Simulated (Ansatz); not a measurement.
Relaxation of Cl2FHSi (5 atoms, charge 0, multiplicity 1), to a largest force component of 0.02 eV/Å in at most 40 steps.

Theory: RKS PBE0-D4/6-31G (Ansatz).

```xyz
5
Properties=species:S:1:pos:R:3
Si 0.000 0.000 0.000
Cl 0.000 0.000 2.130
Cl 2.009 0.000 -0.709
F -0.749 1.297 -0.529
H -0.688 -1.191 -0.486
```

Q: Where does it end, and by what steps?

A: The run converged. Limits of this set-up: no polarisation functions. After 4 steps the energy has fallen by 0.159 eV; F4 moved furthest, 0.06 Å.

```csv
step,energy less start (eV),largest force component (eV/Å),accepted
0,0.0000,2.881,yes
1,-0.1129,1.479,yes
2,-0.1573,0.238,yes
3,-0.1568,0.260,no
4,-0.1586,0.007,yes
```

```xyz
5
Properties=species:S:1:pos:R:3
Si 0.010 -0.033 0.007
Cl 0.000 0.008 2.145
Cl 2.022 0.008 -0.714
F -0.759 1.359 -0.536
H -0.702 -1.236 -0.496
```

Whether the end is a true minimum wasn't checked by a vibrational analysis.

Run time: 12 s on 1 thread of Arm Neoverse V1, with other jobs on the host, peak memory 0.12 GiB.
